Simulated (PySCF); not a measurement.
## How methods differ on the ionisation energy of I³³⁺

I³³⁺ [Ar] 3d2 (3F) → I³⁴⁺ [Ar] 3d1 (2D), as a difference of total energies. Calculation: PySCF 2.14, in an even-tempered Gaussian basis (18 s from 5.3 bohr⁻², ratio 2.5; 12 p from 6.9 bohr⁻², ratio 2.5; 8 d from 6.9 bohr⁻², ratio 2.5; 4 f from 24 bohr⁻², ratio 2.7; 3 g from 36 bohr⁻², ratio 2.7); the spin-free X2C one-electron Hamiltonian (Gaussian nucleus). Correlated levels: outer shells: [Ne] frozen; virtual orbitals above 40 to 60 times the deepest correlated orbital energy dropped. The calculations carry no spin-orbit coupling.

| method | ionisation energy (eV) |
| --- | --- |
| UHF | 2087.0 |
| LDA | 2086.3 |
| PBE | 2086.9 |
| PBE0 | 2087.3 |
| BHandHLYP | 2087.9 |
| PW91 | 2087.5 |
| MP2 (outer shells) | 2086.8 |

Question: Estimate what SCS-MP2 (outer shells) gives.

Answer: 2086.7 eV, closest to MP2 (outer shells) among the rows shown.

Question: Estimate what r2SCAN gives.

Answer: 2088.6 eV, closest to BHandHLYP among the rows shown.

A first-order spin-orbit estimate (lowest level to lowest level, LS coupling) adds 2.743 eV.

Breit and QED terms and the two-electron picture change are absent.

For comparison: 2093 ± 5 eV (theoretical estimate listed by NIST; NIST Atomic Spectra Database, ionization energies).
